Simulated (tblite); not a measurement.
Compound: C₅H₁₁Si₂ (doublet state).
SMILES with atom numbers: `[CH2:1]=[C:2]([CH3:3])/[C:4]([SiH3:5])=[C:6]/[SiH3:7]` (hydrogens: H8, H9 on C1; H10, H11, H12 on C3; H13, H14, H15 on Si5; H16, H17, H18 on Si7)
Bond orders are those of one Lewis drawing.

Computed with GFN2-xTB (tblite), gas phase: L-BFGS steps from a force-field or distance-geometry start until the largest atomic force falls under 0.01 eV/Å.

Step 11: E = -534.2278 eV
```
atom  x, y, z in Å  |  force x, y, z in eV/Å
C1     -2.0923    0.5414    0.8813   -0.156   0.006   0.159
C2     -1.4028    0.3091   -0.2306    0.061   0.058   0.088
C3     -2.0778    0.3863   -1.5776    0.153  -0.023   0.099
C4      0.0313    0.0058   -0.2089    0.100  -0.039  -0.075
Si5     1.0123   -0.0712    1.4744   -0.251   0.002  -0.166
C6      0.7589   -0.2798   -1.2565   -0.005  -0.018  -0.024
Si7     2.5026   -0.7012   -1.6788    0.131   0.026   0.137
H8     -3.1389    0.7740    0.8701   -0.246   0.011  -0.215
H9     -1.6832    0.5177    1.8718    0.266  -0.070   0.064
H10    -1.5625   -0.2679   -2.2759   -0.055  -0.039  -0.066
H11    -3.1326    0.1106   -1.5130    0.191   0.042   0.025
H12    -2.0089    1.4054   -1.9599   -0.007  -0.024  -0.009
H13     2.4079    0.2086    1.1901    0.153   0.051   0.006
H14     0.5651    0.9508    2.4072   -0.125   0.070   0.148
H15     0.8454   -1.4415    1.9498   -0.064  -0.008   0.113
H16     2.6450   -1.5554   -2.8644   -0.150   0.147  -0.019
H17     3.2324    0.5784   -1.8019   -0.073  -0.197  -0.112
H18     3.0896   -1.4648   -0.5536    0.076   0.003  -0.153
```

Step 12: E = -534.2467 eV
```
atom  x, y, z in Å  |  force x, y, z in eV/Å
C1     -2.0961    0.5388    0.8828   -0.134   0.008   0.121
C2     -1.4118    0.3093   -0.2330    0.253   0.023   0.218
C3     -2.0764    0.3846   -1.5786    0.116   0.022   0.019
C4      0.0250    0.0080   -0.2069    0.156  -0.032   0.055
Si5     1.0047   -0.0596    1.4909   -0.264   0.032  -0.231
C6      0.7643   -0.2853   -1.2424   -0.007  -0.017  -0.046
Si7     2.5030   -0.7078   -1.6825    0.093   0.020   0.101
H8     -3.1422    0.7706    0.8769   -0.265   0.013  -0.197
H9     -1.6752    0.5150    1.8687    0.222  -0.069   0.052
H10    -1.5616   -0.2670   -2.2770   -0.024  -0.097  -0.086
H11    -3.1300    0.1175   -1.5203    0.071  -0.017   0.035
H12    -2.0056    1.4006   -1.9629    0.016   0.067  -0.028
H13     2.4066    0.2204    1.2204    0.082   0.038  -0.008
H14     0.5444    0.9606    2.4264   -0.086   0.011   0.088
H15     0.8366   -1.4343    1.9553   -0.063   0.009   0.118
H16     2.6351   -1.5406   -2.8803   -0.175   0.084  -0.073
H17     3.2433    0.5563   -1.8222   -0.049  -0.069  -0.093
H18     3.1272   -1.4807   -0.5917    0.060  -0.029  -0.046
```

Problem. Estimate the geometry and energy of step 13. (The exact step hangs on the optimiser's Hessian estimate; all steps are aligned on step 12, rigid shifts and turns removed.)

Solution. E = -534.2621 eV, largest force 0.375 eV/Å
```
atom  x, y, z in Å  |  force x, y, z in eV/Å
C1     -2.1016    0.5364    0.8862   -0.064   0.002   0.049
C2     -1.4162    0.3101   -0.2312    0.291   0.003   0.236
C3     -2.0726    0.3835   -1.5788    0.081   0.052  -0.025
C4      0.0222    0.0094   -0.2042    0.156  -0.009   0.150
Si5     0.9939   -0.0483    1.5019   -0.165   0.049  -0.189
C6      0.7693   -0.2906   -1.2310    0.004  -0.017  -0.061
Si7     2.5046   -0.7136   -1.6839    0.035  -0.019   0.033
H8     -3.1498    0.7676    0.8790   -0.180  -0.005  -0.151
H9     -1.6641    0.5112    1.8667    0.108  -0.055   0.015
H10    -1.5613   -0.2679   -2.2794    0.001  -0.115  -0.062
H11    -3.1260    0.1234   -1.5258   -0.005  -0.058   0.051
H12    -2.0021    1.3975   -1.9661    0.046   0.111  -0.028
H13     2.4061    0.2316    1.2476   -0.048   0.017  -0.008
H14     0.5243    0.9692    2.4450   -0.041  -0.058   0.007
H15     0.8273   -1.4274    1.9625   -0.062   0.056   0.106
H16     2.6227   -1.5254   -2.8957   -0.196   0.036  -0.099
H17     3.2523    0.5353   -1.8424   -0.010   0.071  -0.073
H18     3.1621   -1.4956   -0.6267    0.050  -0.061   0.048
```

The energy changes by -0.0154 eV. The first-order estimate −F·Δx gives -0.0217 eV and the mean of the old and new forces, exact on a quadratic surface, -0.0154 eV. The step makes an angle of 71° with the force vector and moves no atom by more than 0.052 Å.

What follows is the cost of the whole relaxation. Time: 1.1 s of wall time. Hardware: an Arm Neoverse V2 with one thread (shared host).
